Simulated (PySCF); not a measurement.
A calculated (LDA, PySCF 2.14, x2c-TZVPPall, the spin-free X2C one-electron Hamiltonian (Gaussian nucleus)) atom or ion has these occupied shells.

```csv
shell,electrons,orbital energy (eV),"rms radius, mean of both spins (bohr)"
1s α,1,-1787.0,0.129
1s β,1,-1786.9,0.129
2s α,1,-148.16,0.623
2s β,1,-148.03,0.623
2p α,3,-105.10,0.605
2p β,3,-104.93,0.605
3s α,1,-19.419,2.21
3s β,1,-18.575,2.21
3p α,1,-12.069,2.66
```

(1) Name the element and its charge.

Answers

(1) Si⁺ (silicon, charge +1), in [Ne] 3s2 3p1, 2P determinant.
